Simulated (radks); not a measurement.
Values are calculated unless marked as measured or tabulated.
How relativity changes the ionisation of the beryllium ion Be2+ ([He]) to Be3+ (1s1). Spin-unpolarised spherical Kohn-Sham, PBEsol, point nucleus unless stated (finite: rms radius 2.519 fm), a radial shooting solver on a logarithmic mesh with Libxc functionals. A level marked "c x" has the speed of light scaled by that factor.

level	E(Be2+) (hartree)	E(Be3+) (hartree)	IE (eV)	HOMO	<r> HOMO (bohr)
non-rel.	-13.53351	-7.73777	157.71	1s	0.4187
scalar-rel.	-13.53621	-7.73941	157.74	1s	0.4186
scalar-rel., finite nucleus	-13.53621	-7.73941	157.74	1s	0.4186
Dirac	-13.53621	-7.73941	157.74	1s1/2	0.4186
Dirac, finite nucleus	-13.53621	-7.73941	157.74	1s1/2	0.4186
Dirac, c x 0.85	-13.53725	-7.74004	157.75	1s1/2	0.4186
Dirac, c x 2	-13.53419	-7.73818	157.72	1s1/2	0.4187
Dirac, c x 10	-13.53354	-7.73779	157.71	1s1/2	0.4187

NIST Atomic Spectra Database: 153.90 eV (theoretical). The relativistic part of the total energy of Be2+ is -0.002704 hartree (Dirac, finite nucleus), 0.02 % of the non-relativistic value. Spin polarisation and multiplet splitting of open shells are left out at every level.

Beside tabulated values, note that spin-unpolarised runs miss the spin-polarisation part of the exchange energy of open shells.
